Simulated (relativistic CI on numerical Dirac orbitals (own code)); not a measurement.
**Energy levels of Os LXV**

Method of calculation: Dirac-Coulomb-Breit CI, separate exchange-only KLI orbitals for each configuration, a model potential for QED, unscaled Slater integrals (own radial code, finite nucleus).

Configurations in the expansion (outside the closed core [Ne]): 3s2, 3s 3p, 3p2, 3s 3d, 3d2, 3p 3d, 3p 4s, 3d 4s, 3s 4s, 3s 4p, 3s 4d, 3s 4f, 3s 5s, 3s 5p, 3s 5d, 4s2. Levels of other configurations are missing.

```csv
No.,Configuration,Term,J,E (10³ cm⁻¹),%,Next component (%),Lifetime (s)
1,3s2,1S,0,0.0,99,1 3p2 1S,
2,3s 3p,3P°,0,1173.6,100,,
3,3s 3p,3P°,1,1307.2,72,28 1P°,5.06e-11
4,3p2,3P,0,2807.1,69,31 1S,7.22e-12
5,3s 3p,3P°,2,4552.9,100,,3.01e-09
6,3s 3p,1P°,1,4868.2,72,28 3P°,3.03e-13
7,3p2,1D,2,6045.9,55,27 3P,1.43e-12
8,3p2,3P,1,6065.8,100,,4.11e-13
9,3s 3d,3D,1,6340.8,100,,4.93e-13
10,3s 3d,3D,2,6455.8,68,18 1D,2.89e-13
11,3s 3d,3D,3,7100.7,100,,3.50e-12
12,3s 3d,1D,2,7247.7,69,27 3D,1.86e-12
13,3p 3d,3F°,2,7605.3,75,20 1D°,1.81e-11
14,3p 3d,3D°,1,7902.4,53,30 1P°,3.69e-13
15,3p 3d,3P°,2,8525.8,47,35 3D°,2.97e-12
16,3p 3d,3F°,3,8552.5,51,27 1F°,4.23e-12
17,3p2,3P,2,9506.0,64,35 1D,2.12e-13
18,3p2,1S,0,9668.2,68,31 3P,2.16e-13
19,3p 3d,3D°,2,11097.2,51,25 1D°,2.36e-13
20,3p 3d,3P°,0,11182.2,100,,2.26e-13
21,3p 3d,3F°,3,11183.7,48,35 1F°,2.55e-13
22,3p 3d,3P°,1,11186.8,59,36 3D°,2.29e-13
23,3p 3d,3F°,4,11758.2,100,,4.77e-13
24,3p 3d,3P°,2,11858.2,46,40 1D°,3.88e-13
25,3p 3d,3D°,3,12016.0,62,38 1F°,3.79e-13
26,3p 3d,1P°,1,12125.3,65,24 3P°,3.46e-13
27,3d2,3F,2,12796.8,73,23 1D,2.60e-13
28,3d2,3P,0,13023.4,70,30 1S,2.35e-13
29,3d2,3F,3,13519.8,100,,4.65e-13
30,3d2,3P,2,13622.4,50,29 1D,4.25e-13
31,3d2,1G,4,13644.3,71,29 3F,5.20e-13
32,3d2,3P,1,13668.0,100,,4.12e-13
33,3d2,3F,4,14320.2,71,29 1G,2.00e-12
34,3d2,1D,2,14408.4,47,47 3P,1.65e-12
35,3d2,1S,0,14651.5,69,30 3P,1.19e-12
36,3s 4s,3S,1,27578.9,100,,1.33e-14
37,3s 4s,1S,0,27708.5,100,,1.38e-14
38,3s 4p,3P°,0,28192.9,99,1 3p 4s 3P°,5.27e-14
39,3s 4p,3P°,1,28205.3,67,32 1P°,1.56e-14
40,3p 4s,3P°,1,28968.1,65,32 1P°,1.54e-14
41,3p 4s,3P°,0,28976.8,99,1 3s 4p 3P°,1.84e-14
42,3s 4p,3P°,2,29567.7,100,,7.99e-14
43,3s 4p,1P°,1,29618.0,66,31 3P°,1.50e-14
44,3s 4d,3D,1,30213.2,100,,7.98e-15
45,3s 4d,3D,2,30221.8,64,36 1D,8.02e-15
```

Energies count from the lowest computed level; ° marks odd parity; lifetimes are radiative, by E1, M1, E2, M2 decay to levels of this space only; some are left blank where a channel outside the calculation adds to the decay or the decay crosses a small, uncertain gap.

The mean weight of the leading LS term, summed over parents, in these 45 levels is 76 %, and that of the leading jj configuration (from the same eigenvectors) 98 %, so jj coupling describes them better and the LS labels are nominal.

At this charge energies of transitions that change n are usually good to better than 1 %, and those within a shell (Δn = 0) to a few per cent.

LS names give the leading component of a level, which can be under half, so a name can repeat, a term be missing and a line seem to break the LS rules.
